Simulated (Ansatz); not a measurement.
`FB1N[SiH2]1` at its PBE0-D4/def2-TZVP geometry, where that method's forces vanish. Charge 0, multiplicity 1.

| atom | x (Å) | y (Å) | z (Å) |
| --- | --- | --- | --- |
| F1 | -2.232 | 0.816 | 0.566 |
| B2 | -1.023 | 0.408 | 0.236 |
| N3 | -0.211 | -0.658 | 0.566 |
| Si4 | 0.712 | 0.317 | -0.583 |
| H5 | -0.218 | -1.484 | 1.146 |
| H6 | 1.021 | -0.338 | -1.881 |
| H7 | 1.952 | 0.939 | -0.050 |

(1) For each bond, give half the difference of the two atoms' forces along it (eV/Å; positive pushes the atoms apart) under PBE-D4, r2SCAN-D4, B3LYP-D4, ωB97M-V in def2-TZVPP. (Best estimate.)

Results:

(1) Ansatz gave: 
| bond | length (Å) | PBE-D4 | r2SCAN-D4 | B3LYP-D4 | ωB97M-V |
| --- | --- | --- | --- | --- | --- |
| F1–B2 | 1.318 | 0.35 | 0.08 | 0.17 | 0.25 |
| B2–N3 | 1.381 | 0.12 | 0.08 | -0.02 | 0.03 |
| B2–Si4 | 1.921 | 0.04 | 0.03 | 0.06 | -0.03 |
| N3–Si4 | 1.767 | 0.27 | 0.09 | 0.15 | 0.13 |
| N3–H5 | 1.009 | 0.09 | -0.02 | -0.03 | -0.12 |
| Si4–H6 | 1.486 | 0.01 | -0.03 | -0.11 | -0.14 |
| Si4–H7 | 1.486 | 0.01 | -0.03 | -0.11 | -0.14 |

B3LYP here is the variant with VWN-RPA as its local correlation; programs differ in this.
